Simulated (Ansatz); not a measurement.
`N[SiH]([AlH2])[SiH3]` + `C[S][Al]([CH3])[F]` → `C[SiH](N)[AlH2]` + `[CH3][Al]([F])[S][SiH3]`  (redistribution)

Calculated with Ansatz (gas phase, PBE0-D4/def2-TZVP geometries, no zero-point term in ΔE). CBS: MP2 limit from def2 TZ/QZ plus the TZ coupled-cluster correction, frozen cores. Functionals use def2-TZVPP. B3LYP here is the variant with VWN-RPA as its local correlation; programs differ in this. One conformer a species, not always the lowest.

| level | ΔE (kcal/mol) | difference from CCSD(T)/CBS |
| --- | --- | --- |
| B3LYP-D4 | -28.1 | 1.6 |
| ωB97X-V | -29.0 | 0.7 |
| ωB97M-V | -30.6 | -0.9 |
| B2PLYP | -29.4 | 0.3 |
| PBE | -25.2 | 4.5 |
| SCS-MP2/def2-TZVPP | -31.2 | -1.5 |
| MP2/def2-QZVPP | -32.2 | -2.5 |
| SCS-MP2/def2-QZVPP | -31.4 | -1.7 |
| HF/CBS(def2) | -31.5 | -1.8 |
| MP2/CBS(def2) | -32.3 | -2.6 |
| CCSD(T)/CBS | -29.7 | 0 |

Largest T1 diagnostic among the species: 0.013.

From PBE to PBE0 (25 % exact exchange), in def2-TZVPP and without D4, ΔE moves by −2.0 kcal/mol.
